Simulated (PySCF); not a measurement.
PBE0 on Ti²⁺ (titanium, charge +2)

Configuration: [Ar] 3d2, high-spin 3F determinant. Computed with PySCF 2.14 in cc-pVDZ-DK (6s5p3d1f, 43 functions), with scalar relativity by spin-free X2C-1e.

```
Total energy                        : -852.766 hartree
One-electron energy                 : -1155.810 hartree
Hartree (Coulomb) energy            : 344.871 hartree
Exchange-correlation energy         : -41.826 hartree
⟨S²⟩                                : 2.0006
⟨L²⟩                                : 12.007
Sum of ⟨r⟩                          : 13.87 bohr
Sum of ⟨r²⟩                         : 16.53 bohr²
Langevin diamagnetic susceptibility : -13.1 ×10⁻⁶ cm³/mol
Time after the integrals            : 0.71 s of wall time on 1 thread of Neoverse-V1 (shared host)
```

```json
{"shell": "1s α", "electrons": "1", "mean orbital energy (hartree)": "-180.81399", "rms radius, mean of both spins (bohr)": "0.0804"}
{"shell": "1s β", "electrons": "1", "mean orbital energy (hartree)": "-180.81388", "rms radius, mean of both spins (bohr)": "0.0804"}
{"shell": "2s α", "electrons": "1", "mean orbital energy (hartree)": "-20.82000", "rms radius, mean of both spins (bohr)": "0.352"}
{"shell": "2s β", "electrons": "1", "mean orbital energy (hartree)": "-20.79622", "rms radius, mean of both spins (bohr)": "0.352"}
{"shell": "2p α", "electrons": "3", "mean orbital energy (hartree)": "-17.30932", "rms radius, mean of both spins (bohr)": "0.321"}
{"shell": "2p β", "electrons": "3", "mean orbital energy (hartree)": "-17.28850", "rms radius, mean of both spins (bohr)": "0.321"}
{"shell": "3s α", "electrons": "1", "mean orbital energy (hartree)": "-3.08524", "rms radius, mean of both spins (bohr)": "1.08"}
{"shell": "3s β", "electrons": "1", "mean orbital energy (hartree)": "-3.00499", "rms radius, mean of both spins (bohr)": "1.08"}
{"shell": "3p α", "electrons": "3", "mean orbital energy (hartree)": "-2.15667", "rms radius, mean of both spins (bohr)": "1.18"}
{"shell": "3p β", "electrons": "3", "mean orbital energy (hartree)": "-2.06914", "rms radius, mean of both spins (bohr)": "1.18"}
{"shell": "3d α", "electrons": "2", "mean orbital energy (hartree)": "-0.84074", "rms radius, mean of both spins (bohr)": "1.57"}
```

Densities and radii are taken from the X2C orbitals without a picture-change correction, which distorts them close to the nucleus.
